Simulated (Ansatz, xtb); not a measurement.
# A geometry optimisation of F2GaH2P with r2SCAN-D4/def2-SVP

The starting geometry of this gas-phase singlet has its atoms placed at random.

```xyz
6

F    -1.7041    0.0987   -1.2148
F    -0.2935    0.3535    1.0770
Ga    1.4747   -0.8874   -0.4224
P    -0.6986   -0.6121   -0.1580
H     0.6128   -0.3898   -1.9150
H     0.3512    0.4355   -0.7136
```

One run relaxed it with r2SCAN-D4/def2-SVP. What is a likely outcome?

It ends as a structure given below by its coordinates. Distances that change by over a tenth: Ga3–P4 (2.21 → 2.47 Å). Contacts that open: Ga3–H6 (1.76 → 2.90 Å).

The energy falls by 3.62 eV over 15 steps:

| step | E − E(last) (eV) |
| --- | --- |
| 1 | 3.625 |
| 3 | 1.019 |
| 4 | 0.460 |
| 6 | 0.063 |
| 7 | 0.046 |
| 9 | 0.005 |
| 10 | 0.002 |
| 12 | 0.000 |
| 13 | 0.000 |
| 15 | 0.000 |

Final geometry (Å):

```yaml
atoms:
  - { symbol: F, position_ang: [-1.6513, -0.1633, -1.0379] }
  - { symbol: F, position_ang: [-0.9709, 0.3120, 1.1835] }
  - { symbol: Ga, position_ang: [1.7690, -1.4045, -0.8566] }
  - { symbol: P, position_ang: [-0.2698, -0.1713, -0.2073] }
  - { symbol: H, position_ang: [0.5415, -0.6627, -1.8793] }
  - { symbol: H, position_ang: [0.3240, 1.0883, -0.5492] }
```

From the same start GFN2-xTB reaches the same bonding as this run.

From so rough a start the end depends on the optimiser's path, so another program may land elsewhere. No frequencies were run, so the end isn't proven a minimum. Run with Ansatz 0.2.0, 30 s on 2 threads of Arm Neoverse V2 (shared host).
